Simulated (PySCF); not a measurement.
# Dipole response of Sb²⁺ (antimony, charge +2)

[Kr] 4d10 5s2 5p1, 2P determinant. Computed with PySCF 2.14 in aug-cc-pwCVTZ-DK3 with one added diffuse shell each of s, p, d, f type (11s10p8d5f1g, 125 functions), with scalar relativity by spin-free X2C-1e. Coupled (time-dependent) response in atomic units; α is the mean over directions.

```tsv
method	mean α (bohr³)	α xx, yy, zz	C₆ (like pair)	S(−4)
UHF	16.94	16.96, 16.90, 16.96	108.7	88.69
PBE	15.60	15.30, 16.22, 15.30	98.31	72.97
PBE0	15.84	15.65, 16.23, 15.65	100.2	75.27
```

S(−4) is the Cauchy moment in α(ω) = α(0) + S(−4) ω² + …

Spin-orbit coupling is absent.

α(iu) at PBE0:

| u (hartree) | α(iu) (bohr³) |
| --- | --- |
| 0 | 15.84 |
| 0.0500 | 15.66 |
| 0.100 | 15.13 |
| 0.200 | 13.37 |
| 0.300 | 11.30 |
| 0.500 | 7.852 |
| 0.750 | 5.294 |
| 1.00 | 3.892 |
| 1.50 | 2.493 |
| 2.00 | 1.801 |
| 3.00 | 1.099 |
| 5.00 | 0.5366 |

A single London oscillator, α(iu) = α/(1 + u²/ω²), gives C₆ = (3/4) ω α². Matching the computed C₆ needs ω = 4 × 100.2 / (3 × 15.84²) = 0.532 hartree.

For an ion, C₆ is the dispersion term alone; charge-induced terms of lower order in 1/R come first.

The components differ because the open shell of this determinant is not spherical; for a pure term their mean is the scalar polarisability.
